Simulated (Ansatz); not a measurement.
`[OH][Al]([Cl])[Br]` + HBr → `[OH][Al]([Br])[Br]` + HCl at 400 K and 1 bar (ligand exchange at the Al–Cl bond).

Computed with Ansatz on PBE0-D4/def2-TZVP structures; ΔE is electronic, products minus reactants. CCSD(T)/CBS is the MP2 limit (def2-TZVPP, def2-QZVPP) plus CCSD(T) − MP2 in def2-TZVPP, frozen cores. This one scheme is used for every species. For Br outer-core shells are correlated without core-valence functions, which leaves a few kJ/mol of doubt a bond. Scalar relativity is left out up to krypton. One conformer a species, not always the lowest.

```json
{"species": "`[OH][Al]([Cl])[Br]`", "CCSD(T)/CBS energy (Eh)": "-3351.09145", "H − E (kJ/mol)": "69.8", "S (J/(mol·K))": "359.6"}
{"species": "HBr", "CCSD(T)/CBS energy (Eh)": "-2573.91920", "H − E (kJ/mol)": "27.6", "S (J/(mol·K))": "207.2"}
{"species": "`[OH][Al]([Br])[Br]`", "CCSD(T)/CBS energy (Eh)": "-5464.62977", "H − E (kJ/mol)": "69.4", "S (J/(mol·K))": "371.7"}
{"species": "HCl", "CCSD(T)/CBS energy (Eh)": "-460.38127", "H − E (kJ/mol)": "29.6", "S (J/(mol·K))": "195.4"}
```

H − E and S are ideal-gas, rigid-rotor, harmonic terms from PBE0-D4/def2-TZVP, for one conformer and one mirror image of each species. 1 Eh = 2625.50 kJ/mol, R = 8.31446 J/(mol·K).

Problem. By hand: ΔE, ΔH, ΔS and ΔG.

Solution. ΔE = (-5464.62977) + (-460.38127) − (-3351.09145) − (-2573.91920) = -0.00039 Eh = -1.0 kJ/mol. Δ(H − E) = 69.4 + 29.6 − 69.8 − 27.6 = 1.6, so ΔH = 0.6 kJ/mol. ΔS = 371.7 + 195.4 − 359.6 − 207.2 = 0.3 J/(mol·K). ΔG = 0.6 − 400 × (0.3)/1000 = 0.5 kJ/mol.

Problem. By hand: the equilibrium constant, and the temperature at which ΔG would vanish if ΔH and ΔS stayed fixed.

Solution. log₁₀ K = −ΔG/(RT ln 10) = -0.1. ΔG = 0 at ΔH/ΔS = 2000 K, though so small a ΔH makes that figure unsure.

The number of gas molecules stays the same, so ΔS is small and ΔH decides. The sign of ΔG lies within the doubt. A doubt of 5 kJ/mol in ΔE shifts log₁₀ K by 0.7 here. Other conformers and mirror images would add mixing entropy, several J/(mol·K) or more a flexible species. These are equilibria of isolated gas molecules and say nothing of rates. Largest T1 diagnostic: 0.009 (customary marks: 0.02 for closed shells, 0.045 for open ones).
